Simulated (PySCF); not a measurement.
# Frontier levels across methods

Species: C3H5F3Si.
Atom-mapped SMILES: `[F:1][C:2]([F:3])([F:4])[C@H:5]1[CH2:6][SiH2:7]1` (hydrogens: H8 on C5; H9, H10 on C6; H11, H12 on Si7)

Geometry (PBE0-D3(BJ)/def2-SVP, Å), atoms numbered from 1 in this order:
```xyz
12
C3H5F3Si angstrom
F      0.9406   -0.5487   -1.6896
C      1.3703   -0.4781   -0.4175
F      1.8302   -1.6865   -0.0817
F      2.4211    0.3543   -0.4142
C      0.2874   -0.0230    0.5004
C     -0.5851    1.1596    0.0544
Si    -1.5158   -0.4397    0.2316
H      0.6405    0.0085    1.5371
H     -0.7125    1.9746    0.7734
H     -0.4060    1.5149   -0.9666
H     -1.9084   -1.1853   -0.9852
H     -2.3283   -0.6831    1.4468
```

Basis pcSseg-1 throughout (PySCF), one geometry. Isolated species at its PBE0-D3(BJ)/def2-SVP geometry, gas phase.

**Question.** How do the orbital energies, the gap and the dipole change with the method?

**Answer.** 
| method | kind | HOMO (eV) | LUMO (eV) | gap (eV) | μ (D) | SCF cycles |
| --- | --- | --- | --- | --- | --- | --- |
| BLYP | GGA | -6.30 | -0.77 | 5.53 | 2.45 | 14 |
| OPBE | GGA | -6.43 | -0.75 | 5.67 | 2.37 | 14 |
| PBE | GGA | -6.45 | -0.90 | 5.56 | 2.41 | 14 |
| KT3 | GGA | -6.51 | -0.90 | 5.61 | 2.45 | 15 |
| KT2 | GGA | -6.52 | -0.96 | 5.56 | 2.50 | 15 |
| BP86 | GGA | -6.56 | -0.97 | 5.59 | 2.46 | 13 |
| B3LYP | global hybrid | -7.42 | -0.29 | 7.13 | 2.68 | 13 |
| HF | Hartree–Fock | -10.33 | 3.02 | 13.35 | 3.19 | 10 |

The HOMO spans 4.03 eV, from BLYP down to HF, and the gap runs from 5.53 eV (BLYP) to 13.35 eV (HF). Over the methods BLYP (0 %), OPBE (0 %), PBE (0 %), KT3 (0 %), KT2 (0 %), BP86 (0 %), B3LYP (20 %), HF (100 %), a straight line through the gap against the share of exact exchange rises by 0.78 eV for each 10 % (correlation coefficient 1.000). The dipole ranges from 2.37 D (OPBE) to 3.19 D (HF). This basis has no diffuse functions.
